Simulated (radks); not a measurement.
The numbers below are computed, except where a source is named.
Isoelectronic series with 36 electrons, each ion in its NIST ground configuration. Level of theory: scalar-relativistic Kohn-Sham, PBE, spin-polarised, spherical densities, finite nucleus; Fermi nuclear charge, rms radius of each element as measured or else 0.836 A^(1/3) + 0.57 fm (a radial shooting solver on a logarithmic mesh with Libxc functionals). Total energies (hartree) and orbital eigenvalues (hartree):

| ion | configuration | E (hartree) | 4p | 4s | 3d | 3p |
|---|---|---|---|---|---|---|
| Xe18+ | [Kr] | -7320.16106 | -19.85693 | -22.12353 | -40.77690 | -50.33564 |
| Cs19+ | [Kr] | -7641.7429 | -21.58925 | -23.98343 | -43.97971 | -53.88969 |
| Ba20+ | [Kr] | -7970.9625 | -23.38850 | -25.91490 | -47.29599 | -57.56456 |
| La21+ | [Kr] | -8307.8749 | -25.25476 | -27.91830 | -50.72569 | -61.36051 |
| Ce22+ | [Kr] | -8652.5305 | -27.18812 | -29.99400 | -54.26876 | -65.27782 |
| Pr23+ | [Kr] | -9004.9858 | -29.18867 | -32.14240 | -57.92515 | -69.31682 |
| Nd24+ | [Kr] | -9365.2954 | -31.25656 | -34.36395 | -61.69486 | -73.47783 |
| Pm25+ | [Kr] | -9733.5126 | -33.39192 | -36.65907 | -65.57789 | -77.76123 |
| Sm26+ | [Kr] | -10109.6862 | -35.59489 | -39.02822 | -69.57425 | -82.16741 |
| Eu27+ | [Kr] | -10493.9155 | -37.86564 | -41.47203 | -73.68396 | -86.69675 |
| Gd28+ | [Kr] | -10886.2414 | -40.20434 | -43.99098 | -77.90705 | -91.34969 |
| Tb29+ | [Kr] | -11286.7805 | -42.61116 | -46.58578 | -82.24353 | -96.12665 |
| Dy30+ | [Kr] | -11695.4731 | -45.08632 | -49.25661 | -86.69356 | -101.0282 |
| Ho31+ | [Kr] | -12112.5370 | -47.63001 | -52.00459 | -91.25708 | -106.0547 |
| Er32+ | [Kr] | -12537.9576 | -50.24244 | -54.83006 | -95.93423 | -111.2066 |
| Tm33+ | [Kr] | -12971.8726 | -52.92383 | -57.73392 | -100.7250 | -116.4846 |
| Yb34+ | [Kr] | -13414.2729 | -55.67442 | -60.71655 | -105.6297 | -121.8891 |
